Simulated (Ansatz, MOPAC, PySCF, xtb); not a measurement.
Complex: C2H4 (SMILES C=C) (first 6 atoms) with CH4O (SMILES CO); geometry from B3LYP-D3(BJ)/def2-TZVP.
(charge 0, multiplicity 1):
```
atom    x (Å)    y (Å)    z (Å)
----  -------  -------  -------
C      0.5947  -0.2668  -0.0486
C     -0.6463   0.2019  -0.0443
H      0.8193  -1.2824  -0.3511
H      1.4361   0.3478   0.2483
H     -0.8696   1.2185   0.2562
H     -1.4879  -0.4110  -0.3431
C      0.1533   0.4004   3.7342
O     -0.3117  -0.8102   3.1632
H      1.1900   0.6206   3.4528
H      0.1117   0.2831   4.8167
H     -0.4729   1.2570   3.4577
H     -0.2797  -0.7214   2.2024
```

Interaction energies are E(AB) − E(A) − E(B) at the monomers' geometry in the complex; basis-set methods are counterpoise corrected. Rows marked so take none.

Rows in 3-21G carry no dispersion term and start afresh at each structure. The state reached by AM1 isn't checked.

Codes used: Ansatz (a first-principles code) with Gaussian orbitals; MOPAC for AM1 (differences of heats of formation); PySCF for 3-21G rows; xtb for the GFN methods. Values without a source in brackets are computed.

Q: One of these levels gives -9.5 kJ/mol for the interaction energy. Which?
A) B3LYP/3-21G (no counterpoise)
B) AM1
C) HF/aug-cc-pVDZ
D) GFN1-xTB

A: D, GFN1-xTB. The others give -2.7 (AM1), -1.2 (HF/aug-cc-pVDZ), -15.6 (B3LYP/3-21G (no counterpoise))
